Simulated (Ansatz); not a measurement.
A van 't Hoff estimate for C2H5BrSi + C3H9N ⇌ C2H7NSi + C3H7Br

Gas-phase species: C2H5BrSi `C=C[SiH2]Br`, singlet; C3H9N (isopropylamine) `CC(C)N`, singlet; C2H7NSi `C=C[SiH2]N`, singlet; C3H7Br (2-bromopropane) `CC(C)Br`, singlet. The partners trade Br for NH2: Si–Br and C–NH2 bonds give way to Si–NH2 and C–Br.

The electronic reaction energy at CCSD(T)/def2-TZVPP is +23.1 kJ/mol. Shapes: PBE0-D4/def2-TZVP. Flexible molecules stand in one conformer, not always the lowest. Programs: Ansatz 0.2.0. Enthalpy and entropy come from rigid-rotor, harmonic-oscillator sums on unscaled PBE0-D4/def2-TZVP wavenumbers, ideal gases at 1 bar; R ln 2 is added for the mirror twin of the chiral shape of C2H5BrSi. Symmetry numbers: C2H5BrSi 1, C3H9N 1, C2H7NSi 1, C3H7Br 1. R = 8.3145 J/(mol K).

| T (K) | ΔH (kJ/mol) | ΔS (J/(mol K)) |
| --- | --- | --- |
| 300 | +18.4 | +2.3 |
| 500 | +19.9 | +5.9 |
| 700 | ? | ? |

Q: Work out ln K at 300 and 500 K, and from these estimate it at 700 K.

A: 
1. 300 K: ΔG = +18.4 − 300 × (+2.3)/1000 = +17.7 kJ/mol; ln K = −ΔG/RT = -7.10.
2. 500 K: ΔG = +19.9 − 500 × (+5.9)/1000 = +16.9 kJ/mol; ln K = −ΔG/RT = -4.07.
3. Slope against 1000/T: (-4.07 − (-7.10))/(2.0000 − 3.3333) = -2.27, that is −ΔH/R with ΔH near +19 kJ/mol.
4. 700 K: ln K = -7.10 + (-2.27) × (1.4286 − 3.3333) = -2.78.

The full sums give ΔH = +20.9 kJ/mol, ΔS = +7.7 J/(mol K), ΔG = +15.5 kJ/mol and ln K = -2.66 at 700 K, so the line is off by -0.12 in ln K; without rounding the miss is -0.09, from the change of ΔH with temperature. The reactants are favoured over this whole range. An error of 10 kJ/mol in the energy moves ln K by 1.7 at 700 K. Soft modes are treated as harmonic, which can err either way at these temperatures; the lowest are those of C2H5BrSi (74 cm⁻¹), C3H9N (220 cm⁻¹), C2H7NSi (107 cm⁻¹), C3H7Br (245 cm⁻¹). Other conformers aren't counted. Other reactions of these species are left aside. Relativity is left out for Br. Outer-core shells of Br are correlated, in sets that cover them unevenly.
